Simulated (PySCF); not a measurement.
Excitations are Tamm–Dancoff values on a coarser integration grid. The basis has no diffuse functions, so Rydberg states are missing or too high.

Cartesian coordinates (Å):
```xyz
6

O     -1.1184    -0.9276    -0.0131
Al     0.0419     0.2937    -0.0064
O      1.6787    -0.0820     0.0597
Br    -0.5405     2.4551    -0.0847
H     -2.0579    -0.7558    -0.0497
H      1.9962    -0.9834     0.0942
```
Charge 0, spin multiplicity 1.

Problem. What is the computed S1 oscillator strength, HOMO–LUMO gap, S1 excitation (TDA), S1–T1 gap (TDA) and total energy (PBE-D3(BJ)/def2-TZVP // PBE0-D4/def2-TZVP in PySCF 2.14.0)?

Solution. 
```json
{
 "S1 oscillator strength": "0.021",
 "HOMO–LUMO gap": "5.67 eV",
 "S1 excitation (TDA)": "5.79 eV",
 "S1–T1 gap (TDA)": "0.24 eV",
 "total_energy": "-2967.8214 Ha"
}
```
